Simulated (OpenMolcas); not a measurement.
# OpenMolcas run: Sb⁺

Input:

```
&GATEWAY
Coord
1

Sb 0.0 0.0 0.0
Basis=ANO-RCC-VDZ
Group=XYZ
NoMove
AngMom=0.0 0.0 0.0
AMFI
RX2C
&SEWARD
&RASSCF
FileOrb=start.orb
Symmetry=1
Spin=3
nActEl=2 0 0
Inactive=15 9
Ras2=0 3
CIRoot=3 3 1
SDav=3
CIMx=300
Iter=120 100
PrWF=0.3
OrbListing=Nothing
MaxOrb=0
Atom
>>> COPY $Project.JobIph JOB001
&RASSCF
FileOrb=start.orb
Symmetry=1
Spin=1
nActEl=2 0 0
Inactive=15 9
Ras2=0 3
CIRoot=6 6 1
SDav=6
CIMx=300
Iter=120 100
PrWF=0.3
OrbListing=Nothing
MaxOrb=0
Atom
>>> COPY $Project.JobIph JOB002
&RASSI
NrOfJobIphs=2 3 6
1 2 3
1 2 3 4 5 6
IphNames
JOB001
JOB002
EJob
SpinOrbit
DIPRint=1.0
SOCoupling=1000.0
Subsets=2
MEES
Property=10
'ANGMOM' 1 'ANGMOM' 2 'ANGMOM' 3 'MLTPL  1' 1 'MLTPL  1' 2 'MLTPL  1' 3
'AMFI' 1 'AMFI' 2 'AMFI' 3 'MLTPL  2' 6
SOProperty=3
'ANGMOM' 1 'ANGMOM' 2 'ANGMOM' 3
```

Launched by
```bash
OMP_NUM_THREADS=1 MOLCAS_MEM=2252 MOLCAS_PROJECT=a pymolcas a.inp > a.log  # once for each step of the input, in one work folder
```

A driver script runs the steps one by one and writes start.orb anew before each from the orbitals found so far.

Output, cut to the results:

```
--- SEWARD ---
Basis set label: SB.ANO-RCC...6S5P2D.

      Electronic valence basis set:
      ------------------
      Associated Effective Charge  51.000000 au
      Associated Actual Charge     51.000000 au
      Nuclear Model: Point charge

      Shell  nPrim  nBasis  Cartesian Spherical Contaminant
         s      22       6        X
         p      19       5        X
         d      13       2                 X
RX2C
                  Relativistic X2C integrals
                  Atomic mean-field integrals
--- RASSCF ---
Wave function specifications:
      -----------------------------

      Number of closed shell electrons          48
      Number of electrons in active shells       2
      Max number of holes in RAS1 space          0
      Max nr of electrons in RAS3 space          0
      Number of inactive orbitals               24
      Number of active orbitals                  3
      Number of secondary orbitals               4
      Spin quantum number                      1.0
      State symmetry                             1
Orbital specifications:
      -----------------------

      Symmetry species                           1   2
                                                ag  au
      Frozen orbitals                            0   0
      Inactive orbitals                         15   9
      Active orbitals                            0   3
      RAS1 orbitals                              0   0
      RAS2 orbitals                              0   3
      RAS3 orbitals                              0   0
      Secondary orbitals                         1   3
      Deleted orbitals                           0   0
      Number of basis functions                 16  15
      Number of CSFs                             3
      Number of root(s) required                 3
      Iter CI   SX   CI       RASSCF       Energy    max ROT     max BLB   max BLB  Level Ln srch  Step   QN
          iter iter root      energy       change     param      element    value   shift minimum  type update
 Nr of preliminary CI iterations:   1
      Total energies have been shifted. Add                -6000.00 au
        1   1    4    0  -477.59469782    0.00E+00   1.03E-01*  15  16 1  9.76E-02*  0.00   0.00    SX    NO
        2   1    4    0  -477.60907711   -1.44E-02*  8.06E-03    7  13 2  8.39E-03*  0.00   0.00    SX    NO
        3   1    3    0  -477.60918358   -1.06E-04*  8.64E-04   15  16 1  1.75E-03*  0.00   0.00    SX    NO
        4   1    3    0  -477.60918557   -1.99E-06*  1.76E-04   15  16 1  1.47E-04*  0.00   0.00    SX    NO
        5   1    2    0  -477.60918562   -5.16E-08* -2.87E-05   15  16 1  6.10E-05   0.00   1.06    QN   YES
        6   1    2    0  -477.60918562   -1.87E-09  -1.74E-06   15  16 1  3.63E-06   0.00   1.06    QN   YES
      Convergence after  6 iterations
        7   1    2    0  -477.60918562   -1.82E-12  -1.74E-06    9  12 2  2.37E-08   0.00   1.06    QN   YES
      Natural orbitals and occupation numbers for root  1
      sym 2:   1.000000  -0.000000   1.000000
      Natural orbitals and occupation numbers for root  2
      sym 2:   1.000000   1.000000   0.000000
      Natural orbitals and occupation numbers for root  3
      sym 2:   0.000000   1.000000   1.000000
::    RASSCF root number  1 Total energy:  -6477.60918562
::    RASSCF root number  2 Total energy:  -6477.60918562
::    RASSCF root number  3 Total energy:  -6477.60918562
--- RASSCF ---
Wave function specifications:
      -----------------------------

      Number of closed shell electrons          48
      Number of electrons in active shells       2
      Max number of holes in RAS1 space          0
      Max nr of electrons in RAS3 space          0
      Number of inactive orbitals               24
      Number of active orbitals                  3
      Number of secondary orbitals               4
      Spin quantum number                      0.0
      State symmetry                             1
Orbital specifications:
      -----------------------

      Symmetry species                           1   2
                                                ag  au
      Frozen orbitals                            0   0
      Inactive orbitals                         15   9
      Active orbitals                            0   3
      RAS1 orbitals                              0   0
      RAS2 orbitals                              0   3
      RAS3 orbitals                              0   0
...
--- RASSI ---
SPIN-FREE ENERGIES:
  (Shifted by EMIN (a.u.) =      -6477.6091856204)

 SF State       Relative EMIN(au)   Rel lowest level(eV)    D:o, cm**(-1)      L_eff

     1             0.0000000000        0.0000000000              0.0000         1.0
     2             0.0000000000        0.0000000000              0.0000         1.0
     3             0.0000000000        0.0000000000              0.0000         1.0
     4             0.0423488021        1.1523696103           9294.4877         2.0
     5             0.0423488021        1.1523696103           9294.4877         2.0
     6             0.0423488021        1.1523696103           9294.4877         2.0
     7             0.0423488021        1.1523696103           9294.4877         2.0
     8             0.0423488021        1.1523696103           9294.4877         2.0
     9             0.1052879384        2.8650307591          23108.0315         0.0
     Dipole printing threshold changed to   1.00000000E+00
Eigenvalues of complex Hamiltonian:
   -----------------------------------
  (Shifted by EMIN (a.u.) =      -6477.6091856204)

 SO State       Relative EMIN(au)   Rel lowest level(eV)    D:o, cm**(-1)     J-value

     1            -0.0202590197        0.0000000000              0.0000         0.0
     2            -0.0081150924        0.3304530965           2665.2840         0.8
     3            -0.0081150924        0.3304530965           2665.2840         0.8
     4            -0.0081150924        0.3304530965           2665.2840         0.7
     5             0.0047517443        0.6805775613           5489.2282         1.4
     6             0.0047517443        0.6805775613           5489.2282         1.6
     7             0.0047517443        0.6805775613           5489.2282         1.7
     8             0.0047517443        0.6805775613           5489.2282         1.9
     9             0.0047517443        0.6805775613           5489.2282         1.2
...
```

The J values that RASSI prints are effective ones from its own formula and need not be integers or half-integers; the table below assigns J from the states.

Levels above the lowest, from the spin-orbit matrix, grouped by J:

```tsv
Configuration	Term	J	E (cm⁻¹)	Measured (cm⁻¹)	g	Term weight %	Second
5s² 5p²	³P	0	0.0	0.0		97	3 ¹S
5s² 5p²	³P	1	2665	3055	1.501	100	
5s² 5p²	³P	2	5489	5658	1.460	92	8 ¹D
5s² 5p²	¹D	2	14479	12790	1.041	92	8 ³P
5s² 5p²	¹S	0	28439	23906		97	3 ³P
```

Against the 4 measured excited levels shown (NIST Handbook of Basic Atomic Spectroscopic Data) the mean absolute deviation is 1700 cm-1; the largest miss in energy is 5s² 5p² ¹S₀: computed 28439, measured 23906 cm⁻¹ (+19.0 %).

With the s shell closed, the reference lacks s² → p² mixing. Computed and measured levels are paired by configuration, term and J; levels that our copy of the source lacks, or whose pairing is in doubt (as where it misses far off the trend of its configuration), stay unpaired and out of the deviations. Levels of configurations outside the active space are missing.

The term weight is that of the spin-free term in the level, not the purity of its configuration.
